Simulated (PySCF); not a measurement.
O2S2, SMILES O=[S][S]=O (connectivity only; charge and spin as stated), neutral, multiplicity 1.

Coordinates come from a PBE-D3(BJ)/def2-SVP optimisation. Other conformers were not sampled.

All values below come from PySCF with PBE-D3(BJ)/def2-SVP.

Frequencies are harmonic and unscaled.

Problem. Estimate the vibrational spectrum. (An estimate is asked for; the answer gives what the named calculation found.)

Solution. 
| mode | ν (cm⁻¹) | IR (km/mol) | moving atoms (share of kinetic energy) |
|---|---|---|---|
| 1 | 72 | 3.1 | O 97 % |
| 2 | 239 | 0.0 | S 53 %, O 47 % |
| 3 | 398 | 0.1 | S 96 % |
| 4 | 426 | 11.4 | S 56 %, O 44 % |
| 5 | 1087 | 144.3 | O 67 %, S 33 % |
| 6 | 1126 | 23.7 | O 66 %, S 34 % |
